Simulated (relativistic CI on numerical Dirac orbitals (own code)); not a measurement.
## Ta2+: 5p photoemission

Computed with this model: Dirac-Coulomb-Breit CI, orbitals from a KLI potential per configuration, a model potential for QED, multiplet model of photoemission in the sudden approximation, unscaled Slater integrals; configurations [Xe] 4f14 5d3 → [Kr] 4d10 4f14 5s2 5p5 5d3; 300 K; Lorentzian 2.1 eV and Gaussian 0.6 eV FWHM. Energies are those of the free ion, without screening or charge transfer. The energies are binding energies and can lie tens of eV above those of solids. S is read from ⟨S²⟩ = S(S + 1).

Field parameters in Wybourne normalisation: Oh B⁴₀ = 21Dq, B⁴₄ = √(5/14) B⁴₀. The field is a parameter set, without covalency.

Computed curve for Oh, 10Dq = 15250 cm⁻¹, scaled to 100 at the maximum (points under 2 are left out and the grid is thinned):

```tsv
Energy (eV)	Intensity
46.8	2.0
47.6	2.3
48.6	2.9
49.4	3.5
50.2	4.3
51.2	5.9
52.0	7.9
52.8	11.2
53.6	17.3
54.6	35.1
55.4	68.1
56.2	99.0
57.2	92.6
58.0	76.0
58.8	56.3
59.8	43.3
60.6	33.9
61.4	27.9
62.4	28.3
63.2	29.6
64.0	28.0
64.8	25.5
65.8	25.1
66.6	26.4
67.4	29.4
68.4	32.5
69.2	26.4
70.0	20.8
71.0	17.8
71.8	17.1
72.6	16.0
73.6	15.1
74.4	17.8
75.2	17.4
76.0	14.3
77.0	8.9
77.8	6.0
78.6	4.3
79.6	2.7
80.4	2.0
```

The ground state has S = 1.49, and the centroid lies at 61.81 eV.
